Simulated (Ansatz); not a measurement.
Input file for Ansatz (a program for electronic structure): R-CCSD(T)/aug-cc-pVDZ on CHFO (a complex), monomers drawn apart or pushed together.

Ansatz 0.2 input:
```yaml
crystal:
  periodic: [false, false, false]
  atoms:
    - {symbol: F, position_ang: [-0.11084606, -0.27438190, -0.45428820]}
    - {symbol: H, position_ang: [-0.07941079, -0.21394166, 0.47618334]}
    - {symbol: C, position_ang: [-0.01886014, -0.09544884, 2.28614262]}
    - {symbol: O, position_ang: [0.01837923, -0.02202826, 3.40437686]}
basis:
  gaussian:
    orbitals: aug-cc-pVDZ
magnetization: {spin_polarized: false}
correlation: {method: ccsd_t, electrons: outside_noble_gas}
scf: {lower_state_search: off}
```

**Question.** Predict the final total energy.

**Answer.** -213.3411 hartree (reference determinant -212.7881, T1 diagnostic 0.017).
